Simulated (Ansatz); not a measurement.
Mulliken charges of `Cl[SiH2][NH][GeH2][Cl]` from ωB97M-V/def2-TZVPP in Ansatz (PBE0-D4/def2-TZVP geometry).

```json
{"atom": "Cl1", "x (Å)": "-2.486", "y (Å)": "-1.797", "z (Å)": "0.056", "charge (e)": "-0.232"}
{"atom": "Si2", "x (Å)": "-0.717", "y (Å)": "-1.104", "z (Å)": "0.861", "charge (e)": "0.403"}
{"atom": "N3", "x (Å)": "0.346", "y (Å)": "-0.480", "z (Å)": "-0.321", "charge (e)": "-0.403"}
{"atom": "Ge4", "x (Å)": "0.574", "y (Å)": "1.273", "z (Å)": "-0.769", "charge (e)": "0.357"}
{"atom": "Cl5", "x (Å)": "2.357", "y (Å)": "2.032", "z (Å)": "0.186", "charge (e)": "-0.292"}
{"atom": "H6", "x (Å)": "-0.109", "y (Å)": "-2.261", "z (Å)": "1.553", "charge (e)": "-0.024"}
{"atom": "H7", "x (Å)": "-1.069", "y (Å)": "0.000", "z (Å)": "1.779", "charge (e)": "-0.020"}
{"atom": "H8", "x (Å)": "0.899", "y (Å)": "-1.135", "z (Å)": "-0.854", "charge (e)": "0.114"}
{"atom": "H9", "x (Å)": "-0.608", "y (Å)": "2.068", "z (Å)": "-0.215", "charge (e)": "0.056"}
{"atom": "H10", "x (Å)": "0.814", "y (Å)": "1.405", "z (Å)": "-2.275", "charge (e)": "0.041"}
```

**Question.** By hand: the dipole of these point charges (1 e Å = 4.8032 D).

**Answer.** Σ q r = (-0.209, 0.125, -0.141) e Å, of length 0.281 e Å = 1.35 D.

**Question.** How does the dipole of the full density compare? (An estimate is asked.)

**Answer.** Computed: (0.042, -0.059, -0.233) e Å, 1.17 D; the point charges give 1.15 times that, at 76° from its direction.

Point charges leave out the atoms' own dipoles, such as those of lone pairs, and Mulliken's split depends on the basis, so the two needn't agree.
